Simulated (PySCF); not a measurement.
## ECD: `C=C[C@H]1C[P@@H+]1CO`, [C5H10OP]+, charge +1

Molfile (atoms numbered from 1):
```
C5H10OP
     RDKit          3D

 17 17  0  0  0  0  0  0  0  0999 V2000
    2.7499    0.0053   -0.3049 C   0  0  0  0  0  0  0  0  0  0  0  0
    2.0326   -0.1280    0.7992 C   0  0  0  0  0  0  0  0  0  0  0  0
    0.5866    0.1593    0.9015 C   0  0  1  0  0  0  0  0  0  0  0  0
   -0.0586    1.2841    0.0682 C   0  0  0  0  0  0  0  0  0  0  0  0
   -0.5506   -0.3623   -0.4225 P   0  0  2  0  0  0  0  0  0  0  0  0
   -2.2941   -0.8023   -0.0070 C   0  0  0  0  0  0  0  0  0  0  0  0
   -2.3998   -0.1628    1.2283 O   0  0  0  0  0  0  0  0  0  0  0  0
    3.8071   -0.1892   -0.3097 H   0  0  0  0  0  0  0  0  0  0  0  0
    2.3227    0.3217   -1.2451 H   0  0  0  0  0  0  0  0  0  0  0  0
    2.4988   -0.4496    1.7186 H   0  0  0  0  0  0  0  0  0  0  0  0
    0.1578    0.0259    1.8909 H   0  0  0  0  0  0  0  0  0  0  0  0
    0.5948    1.8455   -0.5873 H   0  0  0  0  0  0  0  0  0  0  0  0
   -0.8017    1.8865    0.5768 H   0  0  0  0  0  0  0  0  0  0  0  0
   -0.0169   -0.7938   -1.6120 H   0  0  0  0  0  0  0  0  0  0  0  0
   -2.9767   -0.3955   -0.7681 H   0  0  0  0  0  0  0  0  0  0  0  0
   -2.4092   -1.8938    0.0513 H   0  0  0  0  0  0  0  0  0  0  0  0
   -3.2496   -0.3389    1.6505 H   0  0  0  0  0  0  0  0  0  0  0  0
  1  2  2  0
  2  3  1  0
  3  4  1  0
  4  5  1  0
  5  6  1  0
  6  7  1  0
  5  3  1  0
  1  8  1  0
  1  9  1  0
  2 10  1  0
  3 11  1  1
  4 12  1  0
  4 13  1  0
  5 14  1  6
  6 15  1  0
  6 16  1  0
  7 17  1  0
M  CHG  1   5   1
M  END
```

Theory: TDDFT CAM-B3LYP/aug-cc-pVDZ circular dichroism and optical rotation, one conformer, gas phase (PySCF). Geometry: GFN2-xTB.

The molecule is flexible and this is one conformer; a measurement averages over conformers.

(1) What are the CIP labels of the stereocentres?

(2) List the lowest 8 singlet excitations with oscillator and rotatory strengths.

Answers

(1) C3 S, P5 S.

(2) Rotatory strengths R in 10⁻⁴⁰ esu² cm², velocity form and length form (origin at the centre of mass); f in length form.
| state | E (eV) | λ (nm) | f | R (velocity) | R (length) | main |
| --- | --- | --- | --- | --- | --- | --- |
| 1 | 5.53 | 224 | 0.176 | +17.9 | +17.1 | HOMO→LUMO 0.96 |
| 2 | 6.64 | 187 | 0.011 | -6.8 | -5.1 | HOMO→LUMO+1 0.60, HOMO→LUMO+2 0.19 |
| 3 | 6.88 | 180 | 0.028 | +18.9 | +18.6 | HOMO→LUMO+3 0.37, HOMO→LUMO+2 0.33 |
| 4 | 7.01 | 177 | 0.031 | -36.0 | -35.1 | HOMO−1→LUMO 0.67 |
| 5 | 7.11 | 175 | 0.080 | -21.9 | -22.0 | HOMO→LUMO+3 0.38, HOMO→LUMO+4 0.21 |
| 6 | 7.31 | 170 | 0.033 | +83.3 | +82.6 | HOMO−2→LUMO 0.62 |
| 7 | 7.49 | 166 | 0.055 | -24.9 | -25.2 | HOMO→LUMO+4 0.47, HOMO→LUMO+6 0.12 |
| 8 | 7.67 | 162 | 0.013 | +9.7 | +9.9 | HOMO−1→LUMO+1 0.51, HOMO→LUMO+5 0.11 |

Among the states computed, the strongest CD band (largest |R|) is state 6. The largest dissymmetry factor in size, g = 4R/(D+G), with D and G the electric and magnetic dipole strengths, is +0.027 for state 6 (velocity form, f = 0.034), among bands with |R| over 0.5. The mirror image has the same energies and oscillator strengths and all R with the opposite sign.
